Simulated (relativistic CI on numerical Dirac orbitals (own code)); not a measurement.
**Slater and spin-orbit integrals, W58+**

Calculated at this level of theory: Dirac-Coulomb-Breit CI, separate exchange-only KLI orbitals for each configuration, QED by a radiative potential, unscaled Slater integrals (own radial code, finite nucleus).

Slater integrals F^k, G^k are unscaled and averaged over j, outside the closed core [Ne]; ζ comes from projecting the Hamiltonian with its Breit term on Σ l·s of the shell.

- 3s2 3p4: F^2(3p,3p) = 535100, ζ(3p) = 1.8985e+06 cm⁻¹; <r>(3p) = 0.1824, <r^2>(3p) = 0.03855 (bohr units).
- 3s2 3p3 3d: F^2(3p,3p) = 534770, ζ(3p) = 1.8972e+06, F^2(3p,3d) = 540370, G^1(3p,3d) = 559890, G^3(3p,3d) = 378470, ζ(3d) = 257220 cm⁻¹; <r>(3p) = 0.1825, <r^2>(3p) = 0.0386, <r>(3d) = 0.1618, <r^2>(3d) = 0.0302 (bohr units).
- 3s 3p5: G^1(3s,3p) = 680600, ζ(3p) = 1.8983e+06 cm⁻¹; <r>(3s) = 0.1859, <r^2>(3s) = 0.03952, <r>(3p) = 0.1824, <r^2>(3p) = 0.03858 (bohr units).

Averages of the first 10 configurations, taken without configuration mixing, which lowers the lowest level and can move excited configurations by several eV; other configurations of the list can lie among them:

```
Configuration  Parity  States  Average energy above the lowest level (eV)
      3s2 3p4    even      15                                       245.7
   3s2 3p3 3d     odd     200                                       654.1
       3s 3p5     odd      12                                       683.8
          3p6    even       1                                      1145.3
    3s 3p4 3d    even     300                                      1082.0
   3s 3p3 3d2     odd    1800                                      1489.3
       3p5 3d     odd      60                                      1533.5
3s2 3p2 3d 4p     odd     900                                      3462.7
 3s 3p3 3d 4s     odd     800                                      3709.9
       3p5 4s     odd      12                                      3767.8
```
